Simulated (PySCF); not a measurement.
Species: SbF₃.
Bonds: Sb1–F2, Sb1–F3, Sb1–F4.

Computed by this run: PBE0-D3(BJ)/def2-SVP geometry optimisation, gas phase, def2 core potentials past Kr (PySCF 2.14.0); density fitting, grid level 1; the optimiser is geomeTRIC in internal coordinates, started from a GFN2-xTB structure with every atom displaced at random (about 0.03 Å).

Step 0: E = -14675.5941 eV
```
atom  x, y, z in Å  |  force x, y, z in eV/Å
Sb1     0.0586   -0.0714    0.8846   -1.329   2.312  -2.558
F2      1.5508   -0.0416   -0.2894    0.735   0.064   0.253
F3     -0.8210    1.3589   -0.3281    1.041  -1.536   2.113
F4     -0.7051   -1.3364   -0.2976   -0.447  -0.841   0.192
```

Step 1: E = -14676.0361 eV
```
atom  x, y, z in Å  |  force x, y, z in eV/Å
Sb1     0.0205   -0.0191    0.7698    0.195  -0.421  -0.081
F2      1.6331   -0.0007   -0.2672    0.062   0.001   0.104
F3     -0.7932    1.3501   -0.2617   -0.256   0.445  -0.168
F4     -0.7771   -1.4207   -0.2714   -0.001  -0.024   0.145
```

**Question.** Estimate the geometry and energy of step 2. (The exact step hangs on the optimiser's Hessian estimate; all steps are aligned on step 1, rigid shifts and turns removed.)

**Answer.** E = -14676.0491 eV, largest force 0.264 eV/Å
```
atom  x, y, z in Å  |  force x, y, z in eV/Å
Sb1     0.0234   -0.0280    0.7445   -0.107   0.189  -0.134
F2      1.6589   -0.0049   -0.2576   -0.020  -0.004   0.003
F3     -0.8144    1.3905   -0.2571    0.115  -0.196   0.134
F4     -0.7846   -1.4480   -0.2604    0.012   0.012  -0.003
```

The energy changes by -0.0130 eV. The first-order estimate −F·Δx gives -0.0338 eV and the mean of the old and new forces, exact on a quadratic surface, -0.0123 eV. The step makes an angle of 47° with the force vector and moves no atom by more than 0.046 Å.

What follows is the cost of the whole optimisation. Time: 15 s; peak memory 0.28 GiB. Hardware: one thread of an Arm Neoverse N1, on a shared host.
